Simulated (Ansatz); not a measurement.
The geometry has C3 symmetry (within 0.05 Å) and had no frequency check at the DFT level, so a distortion to lower symmetry isn't ruled out.

**CH6GeO3, SMILES `[CH3][Ge]([OH])([OH])[OH]` (charge 0, multiplicity 1)**

Level of theory: CAM-B3LYP-D3(BJ)/def2-TZVP // B3LYP-D3(BJ)/def2-SVP (Ansatz, a first-principles code).

```yaml
HOMO: -9.97 eV
dipole_moment: 0.48 D
LUMO: 1.00 eV
HOMO–LUMO gap: 10.97 eV
total_energy: -2344.6459 Ha
cost: roughly 11 core-seconds
```

```xyz
11

C      1.6256    -0.3169    -0.1489
Ge    -0.2598     0.0561     0.0352
O     -1.2301    -0.8687    -1.1408
O     -0.6163     1.7833    -0.2274
O     -0.8571    -0.3659     1.6615
H      1.8929    -0.3480    -1.2146
H      2.2077     0.4710     0.3497
H      1.8562    -1.2874     0.3128
H     -1.9453    -1.3450    -0.6969
H     -1.3226     1.8930    -0.8790
H     -1.3362     0.3767     2.0547
```
Charge 0, spin multiplicity 1.
